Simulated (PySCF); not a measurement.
A GIAO shielding run with PySCF 2.14.0 with density-fitted response routines (density fitting, non-relativistic, gas phase) on `[H]/N=C\C[C@@H]1C[SiH2]1`, C₄H₉NSi:

```
$ OMP_NUM_THREADS=1 python probes_run.py task.json out

{"job": {"kind": "nmr", "xc": "PBE0", "basis": "pcSseg-1"}, "charge": 0, "multiplicity": 1}
N      2.761656     0.794001     1.114002
C      1.572556     0.866497     0.726047
C      0.899716     0.125577    -0.389162
C     -0.342058    -0.581766     0.110380
C     -1.395910    -0.981471    -0.933438
Si    -1.996677     0.311376     0.295722
H      3.345279     0.143671     0.586036
H      0.925465     1.547438     1.275625
H      1.597710    -0.590649    -0.838687
H      0.615616     0.851138    -1.157271
H     -0.098347    -1.365533     0.820869
H     -1.753560    -2.000461    -0.880601
H     -1.173001    -0.696753    -1.952940
H     -2.892745    -0.104287     1.357079
H     -2.070113     1.689212    -0.155573
```

Hardware: 1 thread of an Arm Neoverse V1, shared host. The job also computes population analyses, field gradients, ring-centre shieldings.

Question: How large is the calculation?

Answer: 54 electrons, 154 basis functions and 815 auxiliary functions.

Question: How long does it take, and how much memory does it need?

Answer: 19 s of wall time, with 13 SCF cycles and 5 response iterations; peak memory 0.72 GiB. Times on a shared host scatter by some tens of per cent.
